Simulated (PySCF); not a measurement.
WO2F, SMILES [O]=[W+](=[O])[F], charge +1, multiplicity 1. Heavy atoms are numbered as in [W+:1](=[O:2])(=[O:3])[F:4].

The structure is a stationary point at PBE0-D3(BJ)/def2-TZVP. The spin state was assumed, not searched. The isomer is the one that the SMILES or the coordinates give; other isomers of the formula were not compared. The def2 effective core potentials stand for the cores of W; spin–orbit coupling is left out.

Level of theory: PySCF with PBE0/def2-TZVPD.

Mulliken values depend strongly on the basis, most of all with diffuse functions as here. ESP charges are fitted to the potential on shells at 1.4 to 2.0 van der Waals radii. Atomic charges (e), one atom of each kind:

```csv
atom,ESP fit,Mulliken
W1,2.18,1.92
O2,-0.42,-0.31
F4,-0.33,-0.30
```
